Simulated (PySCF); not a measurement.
# Assigning NMR signals

Geometry:
| atom | x (Å) | y (Å) | z (Å) |
| --- | --- | --- | --- |
| C1 | -1.776 | 0.807 | 1.357 |
| C2 | -0.977 | 0.593 | 0.110 |
| O3 | -0.919 | 1.359 | -0.810 |
| C4 | -0.165 | -0.721 | 0.122 |
| C5 | -0.429 | -1.483 | -1.067 |
| N6 | -0.650 | -2.104 | -2.000 |
| C7 | 1.314 | -0.286 | 0.225 |
| C8 | 1.915 | 0.144 | -1.068 |
| O9 | 1.855 | -0.272 | 1.296 |
| H10 | -2.514 | 0.014 | 1.467 |
| H11 | -2.279 | 1.770 | 1.318 |
| H12 | -1.111 | 0.772 | 2.219 |
| H13 | -0.422 | -1.317 | 1.004 |
| H14 | 1.259 | 0.875 | -1.543 |
| H15 | 1.989 | -0.711 | -1.738 |
| H16 | 2.902 | 0.569 | -0.905 |

PySCF 2.14 calculation with geometry from GFN2-xTB and σ from GIAO-PBE0/pcSseg-1; non-relativistic Hamiltonian, no solvent model, one computed conformer, averaged over atoms made equivalent by symmetry, fast rotation or ring inversion.

Referencing at the same level of theory: 13C, 1H vs TMS.

**Question.** Assign these signals to the numbered atoms. 13C{1H} NMR (computed): δ 200.6, 119.4, 60.0, 31.6.

**Answer.** 
200.6 → C2/C7, ketone carbonyl carbon: low-lying n→π* states of the double bond to the heteroatom give a large paramagnetic term (-263 ppm)
119.4 → C5, nitrile carbon: typical of a nitrile
60.0 → C4, sp3 CH α to a carbonyl
31.6 → C1/C8, methyl carbon α to a carbonyl: α to the electron-withdrawing carbonyl group

**Question.** Assign these signals to the numbered atoms. 1H NMR (400 MHz, computed): δ 4.36 (s, 1H), 2.64 (s, 6H).

**Answer.** 
4.36 → H13, hydrogen on an sp3 CH α to a carbonyl
2.64 → H10/H11/H12/H14/H15/H16, hydrogen on a methyl carbon α to a carbonyl: α to C=O

Shifts are as computed. Against solution values, carbons near 30 ppm lie about +3 ppm off and those near 130 ppm about +5 ppm. Of 1211 compounds with measured shifts, 218 miss one by over three times the rms of a fit or turn the order of signals round; such compounds aren't used in these exercises. No couplings were computed; multiplicities are counted from neighbouring protons, with m where these are inequivalent, close in shift, in a saturated or five-membered ring or joined by F or P, and br s for small geminal =CH2 splittings.
